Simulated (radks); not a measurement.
Question: All-electron atom: Yb+ in [Xe] 4f14 6s1. All-electron calculation, non-relativistic Kohn-Sham, exchange-only LDA, spin-polarised, spherical densities, point nucleus; open shells are filled with parallel spins first (spin-orbit coupling, left out, can overturn this in heavy ions); relativity is left out, which matters for an element this heavy. Program: a radial shooting solver on a logarithmic mesh with Libxc functionals. Some entries of the table are withheld. Estimate them.

| orbital | occ. | eigenvalue (hartree) | <1/r> (bohr^-1) | <r^2> (bohr^2) |
|---|---|---|---|---|
| 1s up | 1 | -2084.203 | 69.41 | 0.0006273 |
| 1s down | 1 | -2084.203 | 69.41 | 0.0006273 |
| 2s up | 1 | -338.1353 | 16.23 | 0.009874 |
| 2s down | 1 | -338.1352 | 16.23 | 0.009874 |
| 2p up | 3 | -323.3323 | 16.26 | 0.007313 |
| 2p down | 3 | -323.3322 | 16.26 | 0.007313 |
| 3s down | 1 | -75.64634 | 6.194 | 0.06268 |
| 3s up | 1 | -75.64616 | 6.194 | 0.06268 |
| 3p down | 3 | -68.86763 | 6.143 | 0.05819 |
| 3p up | 3 | -68.86747 | 6.143 | 0.05819 |
| 3d down | 5 | -56.19393 | 6.060 | 0.04565 |
| 3d up | 5 | -56.19385 | 6.060 | 0.04565 |
| 4s down | 1 | -14.48712 | 2.650 | 0.3140 |
| 4s up | 1 | -14.48693 | 2.650 | 0.3140 |
| 4p down | 3 | -11.73338 | 2.556 | 0.3286 |
| 4p up | 3 | -11.73322 | 2.556 | 0.3286 |
| 4d down | 5 | -6.75053 | 2.347 | 0.3681 |
| 4d up | 5 | -6.75045 | 2.347 | 0.3681 |
| 5s up | 1 | -1.86744 | (1) | 1.980 |
| 5s down | 1 | -1.86485 | (2) | 1.970 |
| 5p up | 3 | -1.15165 | 0.8585 | 2.619 |
| 5p down | 3 | -1.14624 | 0.8631 | 2.576 |
| 4f up | 7 | (3) | 1.785 | 0.7618 |
| 4f down | 7 | (4) | 1.788 | 0.7471 |
| 6s up | 1 | (5) | 0.3237 | 16.57 |
| 6s down | 0 | (6) | 0.3309 | 16.61 |

Answer: 
(1) 5s up <1/r> (bohr^-1): 0.9882
(2) 5s down <1/r> (bohr^-1): 0.9897
(3) 4f up eigenvalue (hartree): -0.46448
(4) 4f down eigenvalue (hartree): -0.46367
(5) 6s up eigenvalue (hartree): -0.31134
(6) 6s down eigenvalue (hartree): -0.24412
